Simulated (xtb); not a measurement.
Input file for xtb: GFN1-xTB on C2H6BCl3O (a complex).

```
$ xtb mol.xyz --gfn 1 --sp --chrg 0 --uhf 0
13

Cl     0.68045160    -1.51242531     0.89708230
B     -0.10446912     0.09061121     1.33205578
Cl     0.84588839     1.54141302     0.76787511
Cl    -1.86355206     0.18960138     0.86069609
C     -0.91884892    -0.80732252     3.66728886
O     -0.07916389     0.15158716     2.96169825
C      1.22840797     0.26529021     3.59395508
H     -0.98370649    -0.47437597     4.69983166
H     -0.46926567    -1.79613083     3.59422944
H     -1.88988333    -0.78751666     3.19042376
H      1.05763885     0.54393433     4.63048741
H      1.76778016     1.04083453     3.06641236
H      1.74549039    -0.68968425     3.51736176
```

What total energy does the run end on?

-26.4325 hartree.
